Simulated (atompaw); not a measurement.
**How hard is this V PAW (atompaw) potential?**

```
Element                 : vanadium
Generator               : atompaw 4.2.0.5
Type                    : PAW
Functional              : LDA (PW92)
Relativity              : scalar-relativistic
Frozen core             : [Ne]
Valence charge          : 13
Reference configuration : 3s2 3p6 3d3 4s0 4p0 (charge +2)
Partial waves           : 3s (bound); 4s (bound, empty); 3p (bound); 4p (bound, empty); 3d (bound); 3d channel at -1.25 Ry
Local potential         : ultrasoft scheme with l = 3 at 0.5 Ry, radius 1.55 bohr
Core correction         : smooth core density matched at 1.20 bohr
Augmentation charge     : sinc compensation charge, radius 1.65 bohr; PAW radius 2.20 bohr; waves and projectors: bloechl
```

The pseudo-atom Hamiltonian at the reference potential is diagonalised in spherical Bessel functions j_l(qr) that vanish at 20 bohr, with q² up to the cutoff. All-electron valence levels (Ry): 3s -6.3542, 4s -1.3145, 3p -4.4522, 4p -0.9506, 3d -1.5866.

Task: How do the lowest levels (Ry) of each channel move with the cutoff, and are there ghosts?

Result:

| cutoff (Ry) | s #1 | s #2 | s #3 | p #1 | p #2 | p #3 | d #1 | f #1 | f #2 | Σ f·Δε (mRy) |
| --- | --- | --- | --- | --- | --- | --- | --- | --- | --- | --- |
| 8 | -5.3923 | -1.2144 | -0.4800 | -3.3237 | -0.7649 | -0.3455 | -1.1745 | -0.2776 | -0.1576 | 9931.4 |
| 10 | -5.7381 | -1.2530 | -0.4904 | -3.6320 | -0.8057 | -0.3577 | -1.3128 | -0.2778 | -0.1578 | 6974.8 |
| 15 | -6.1387 | -1.2914 | -0.5008 | -4.1347 | -0.8801 | -0.3794 | -1.4859 | -0.2780 | -0.1580 | 2638.3 |
| 21 | -6.3100 | -1.3081 | -0.5054 | -4.3296 | -0.9172 | -0.3903 | -1.5641 | -0.2780 | -0.1581 | 891.5 |
| 25 | -6.3327 | -1.3109 | -0.5063 | -4.3998 | -0.9340 | -0.3952 | -1.5750 | -0.2780 | -0.1581 | 392.2 |
| 30 | -6.3475 | -1.3132 | -0.5070 | -4.4325 | -0.9434 | -0.3980 | -1.5824 | -0.2780 | -0.1581 | 144.6 |
| 40 | -6.3537 | -1.3144 | -0.5074 | -4.4492 | -0.9493 | -0.3998 | -1.5861 | -0.2780 | -0.1581 | 20.8 |
| 50 | -6.3541 | -1.3145 | -0.5074 | -4.4518 | -0.9505 | -0.4002 | -1.5865 | -0.2780 | -0.1581 | 2.8 |
| 55 | -6.3542 | -1.3145 | -0.5074 | -4.4520 | -0.9506 | -0.4002 | -1.5865 | -0.2780 | -0.1581 | 1.3 |
| 60 | -6.3542 | -1.3145 | -0.5074 | -4.4521 | -0.9506 | -0.4002 | -1.5866 | -0.2780 | -0.1581 | 0.6 |
| 80 | -6.3542 | -1.3145 | -0.5074 | -4.4522 | -0.9506 | -0.4002 | -1.5866 | -0.2780 | -0.1581 | 0.1 |
| 400 | -6.3542 | -1.3145 | -0.5074 | -4.4522 | -0.9506 | -0.4002 | -1.5866 | -0.2780 | -0.1581 | 0.0 |

Result: no extra level below or beside the all-electron valence levels (s, p, d, f tested); 10 mRy is reached at 45 Ry and 1 mRy at 60 Ry.
